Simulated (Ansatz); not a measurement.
Reaction (cleavage of the Si–Sn bond): `F[SiH2][SnH3]` + `O[SiH](O)F` → `O[SiH](F)O[SiH2]F` + `[SnH4]`

Gas-phase electronic energies from Ansatz, PBE0-D4/def2-TZVP geometries. CBS: MP2 limit from def2 TZ/QZ plus the TZ coupled-cluster correction, frozen cores. This one scheme is used for every species. Functionals use def2-TZVPP. Elements past krypton have def2 core potentials. For Sn outer-core shells are correlated without core-valence functions, which leaves a few kJ/mol of doubt a bond. Each species was taken in one conformer, which may not be the lowest.

`F[SiH2][SnH3]`:

Cartesian coordinates in Å:
```
F -2.220 0.374 -0.737
Si -0.669 0.792 -0.792
Sn 0.677 -0.750 0.758
H -0.221 0.675 -2.203
H -0.570 2.213 -0.371
H 0.144 -0.608 2.372
H 0.530 -2.379 0.275
H 2.329 -0.317 0.697
```

`O[SiH](O)F`:

Cartesian coordinates in Å:
```
O 0.173 -1.103 0.775
Si 0.268 0.247 -0.132
O -0.869 0.181 -1.282
F 0.059 1.498 0.835
H 0.538 -1.086 1.661
H 1.562 0.436 -0.802
H -1.731 -0.173 -1.056
```

`O[SiH](F)O[SiH2]F`:

Cartesian coordinates in Å:
```
O 0.356 -2.211 -1.190
Si -0.333 -1.299 -0.043
F -1.872 -1.062 -0.367
O 0.362 0.165 0.030
Si 0.331 1.729 0.458
F 0.022 1.839 2.017
H 0.431 -1.882 -2.086
H -0.217 -2.022 1.226
H -0.747 2.438 -0.262
H 1.669 2.304 0.218
```

`[SnH4]`:

Z-matrix (Å, degrees):
```
Sn
H 1 1.704
H 1 1.704 2 109.5
H 1 1.704 2 109.5 3 -120.0
H 1 1.704 2 109.5 3 120.0
```

```tsv
level	ΔE (kcal/mol)
revPBE-D4	-22.2
revPBE	-20.8
BHLYP	-29.5
CCSD(T)/def2-SVP	-27.4
HF/def2-TZVPP	-33.1
SCS-MP2/def2-TZVPP	-29.4
CCSD(T)/def2-TZVPP	-28.0
MP2/def2-QZVPP	-27.5
```

Problem. What does CCSD(T)/CBS give? (Best estimate.)

Solution. Computed: -26.4 kcal/mol. The listed levels differ from it by 4.2, 5.6, -3.1, -1.0, -6.7, -3.0, -1.6, -1.1 kcal/mol.

Largest T1 diagnostic among the species: 0.013.

At CCSD(T), def2-SVP lies −1.0 kcal/mol from the extrapolated value and def2-TZVPP −1.6 kcal/mol. In def2-TZVPP, CCSD(T) changes the Hartree–Fock value by +5.1 kcal/mol (the triples alone add +0.6 kcal/mol) and MP2 by +4.8 kcal/mol.
